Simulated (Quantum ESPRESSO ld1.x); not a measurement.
The run below uses ld1.x (Quantum ESPRESSO 7.5).

```
 &input
    atom='Ce',
    iswitch=1,
    rel=2,
    dft='RXC-VWN',
    config='[Ar] 3d6',
    rel_dist='average',
    verbosity='high',
    lsmall=.true.,
    prefix='ld1',
    max_out_wfc=37,
    file_charge='ld1.rho',
 /
```

Command: `OMP_NUM_THREADS=1 ld1.x < ld1.in > ld1.out`

It prints (banner and zero overlaps left out):

```
     Program LD1 v.7.5 starts

     --------------------------- All-electron run ----------------------------

     dirac relativistic calculation

     atomic number is 58.00
     dft =RXC-VWN   lsd =0 sic =0 latt =0  beta=0.20 tr2=1.0E-14
     Exchange-correlation= RXC-VWN
                           (   3   2   0   0   0   0   0)
     mesh =2085 r(mesh) = 100.64072 a.u. xmin = -8.00 dx = 0.00800
     1 Ry =  13.60569312 eV, c = 137.03599908

     n l j   nl                  e(Ry)          e(Ha)          e(eV)
     Spin orbit split results
     1 0 0.5 1S 1( 2.00)   -3053.184716272   -1526.592358136 -41540.6942974
     2 0 0.5 2S 1( 2.00)    -582.189598009    -291.094799004  -7921.0930099
     2 1 0.5 2P 1( 2.00)    -557.276169884    -278.638084942  -7582.1285522
     2 1 1.5 2P 1( 4.00)    -524.490733949    -262.245366974  -7136.0599720
     3 0 0.5 3S 1( 2.00)    -199.930611757     -99.965305879  -2720.1945495
     3 1 0.5 3P 1( 2.00)    -189.792148027     -94.896074014  -2582.2537232
     3 1 1.5 3P 1( 4.00)    -182.547475727     -91.273737863  -2483.6849351
     3 2 1.5 3D 1( 2.40)    -165.762455923     -82.881227962  -2255.3131066
     3 2 2.5 3D 1( 3.60)    -164.115959417     -82.057979708  -2232.9113804
     Averaged results
     1 0     1S 1( 2.00)   -3053.184716272   -1526.592358136 -41540.6942974
     2 0     2S 1( 2.00)    -582.189598009    -291.094799004  -7921.0930099
     2 1     2P 1( 6.00)    -535.419212594    -267.709606297  -7284.7494987
     3 0     3S 1( 2.00)    -199.930611757     -99.965305879  -2720.1945495
     3 1     3P 1( 6.00)    -184.962366493     -92.481183247  -2516.5411978
     3 2     3D 1( 6.00)    -164.774558019     -82.387279010  -2241.8720709

     final scf error:  5.7E-15 reached in  34 iterations

     Etot =  -16134.517160 Ry,   -8067.258580 Ha, -219521.289165 eV

     Ekin =   17348.945058 Ry,    8674.472529 Ha,  236044.422464 eV
     Encl =  -36439.002653 Ry,  -18219.501326 Ha, -495777.887802 eV
     Eh   =    3228.421449 Ry,    1614.210725 Ha,   43924.911510 eV
     Exc  =    -272.881014 Ry,    -136.440507 Ha,   -3712.735337 eV
```

Run on one thread of a shared host, so times are rough (Intel(R) Xeon(R) Processor @ 2.60GHz): 0.63 s of CPU time, 0.65 s wall, 34 iterations on 2085 mesh points.
